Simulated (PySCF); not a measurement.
Ge(F)4, SMILES [F][Ge]([F])([F])[F] (F4Ge), PBE0/def2-SVP optimised geometry.

```
5

F     -1.13     0.80     0.00
Ge    -0.57    -0.80     0.00
F     -1.13    -1.60     1.39
F     -1.13    -1.60    -1.39
F      1.13    -0.80     0.00
```

Density from PBE0/def2-TZVP (PySCF) at that geometry.

Minimum of the electron density along straight lines between bonded atoms, close to the bond critical point (lines longer than 1.1 times the sum of covalent radii, or with two minima, are not listed):

```tsv
bond	length / Å	ρ at the minimum / e bohr⁻³	∇²ρ there / e bohr⁻⁵	position (fraction from the first atom)
F1–Ge2	1.698	0.158	0.94	0.52
Ge2–F3	1.698	0.158	0.94	0.48
Ge2–F4	1.698	0.159	0.94	0.48
Ge2–F5	1.698	0.158	0.94	0.48
```
